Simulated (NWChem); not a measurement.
C3H6BF; SMILES FB1CCC1

```xyz
11

F      0.0779     1.9428     0.0000
B     -0.0694     0.6240     0.0000
C     -0.1023    -0.4566     1.1537
C      0.1773    -1.4865     0.0000
C     -0.1023    -0.4566    -1.1537
H      0.6231    -0.4140     1.9734
H     -1.0976    -0.5942     1.5964
H      1.2208    -1.8165     0.0000
H     -0.4622    -2.3748     0.0000
H      0.6231    -0.4140    -1.9734
H     -1.0976    -0.5942    -1.5964
```
Atoms are numbered in this order, from 1.

Results from NWChem. The geometry was optimised at B3LYP/6-31G* (spherical d).

Q: Predict the results for Hartree-Fock/cc-pVTZ. Quantities: highest occupied level (eV); orbital gap (eV); dipole (D).

A: 
```yaml
highest occupied level (eV): -11.70
orbital gap (eV): 15.10
dipole (D): 1.40
```
